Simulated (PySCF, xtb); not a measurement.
FGeHS, SMILES [Ge]([F])[SH] (connectivity only; charge and spin as stated), neutral, multiplicity 1. Other conformers were not sampled.

Harmonic wavenumbers (cm⁻¹) from GFN2-xTB in xtb 6.7.1 at its own minimum, in rising order: 165, 258, 370, 440, 599, 2389.

Task: What does B3LYP-D3(BJ)/def2-TZVP in PySCF give at its own minimum? (The exact figures need the calculation; the answer reports its results.)

Result: 186, 360, 377, 643, 700, 2661. Paired by order, the mean absolute difference is 118 cm⁻¹ and the zero-point energies are 6.0 and 7.0 kcal/mol.
